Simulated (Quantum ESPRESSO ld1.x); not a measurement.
The manganese ion Mn6+, 19 electrons, occupied as [Ar] 3d1. Method: scalar-relativistic Kohn-Sham, LDA (Slater exchange, Perdew-Wang correlation), spin-polarised, spherical densities, point nucleus; open shells are filled with parallel spins first; computed with ld1.x of Quantum ESPRESSO 7.5.

Normalised radial functions P(r) = r R(r), r in bohr:

r	3d up	4s down	4p up
0.002593	0.0000	0.0364	0.0007
0.00335	0.0000	0.0460	0.0011
0.004327	0.0000	0.0577	0.0018
0.005589	0.0000	0.0718	0.0029
0.00722	0.0001	0.0884	0.0047
0.009327	0.0001	0.1075	0.0076
0.01205	0.0003	0.1284	0.0121
0.01556	0.0006	0.1498	0.0192
0.0201	0.0012	0.1690	0.0300
0.02597	0.0024	0.1819	0.0462
0.03354	0.0049	0.1826	0.0698
0.04333	0.0098	0.1633	0.1027
0.05597	0.0191	0.1161	0.1458
0.0723	0.0364	0.0360	0.1975
0.0934	0.0673	-0.0742	0.2514
0.1206	0.1198	-0.1965	0.2933
0.1558	0.2042	-0.2938	0.3005
0.2013	0.3298	-0.3139	0.2452
0.2601	0.5001	-0.2102	0.1076
0.3359	0.7036	0.0216	-0.1044
0.4339	0.9059	0.3066	-0.3340
0.5605	1.0507	0.4924	-0.4747
0.7241	1.0771	0.4198	-0.4115
0.9353	0.9547	0.0476	-0.1013
1.208	0.7110	-0.4654	0.3574
1.561	0.4253	-0.8241	0.7361
2.016	0.1916	-0.8180	0.8169
2.604	0.0597	-0.5232	0.5919
3.364	0.0116	-0.2112	0.2780
4.345	0.0012	-0.0496	0.0788
5.613	0.0001	-0.0060	0.0120

3d up: eigenvalue -107.36 eV, 0 radial nodes, <r> = 0.855 bohr, 90 % of the charge inside 1.37 bohr. 4s down (empty): eigenvalue -69.279 eV, 3 radial nodes at r = 0.0791, 0.329, 0.959 bohr, <r> = 1.87 bohr, 90 % of the charge inside 2.66 bohr. 4p up (empty): eigenvalue -60.131 eV, 2 radial nodes at r = 0.299, 0.993 bohr, <r> = 1.99 bohr, 90 % of the charge inside 2.87 bohr.
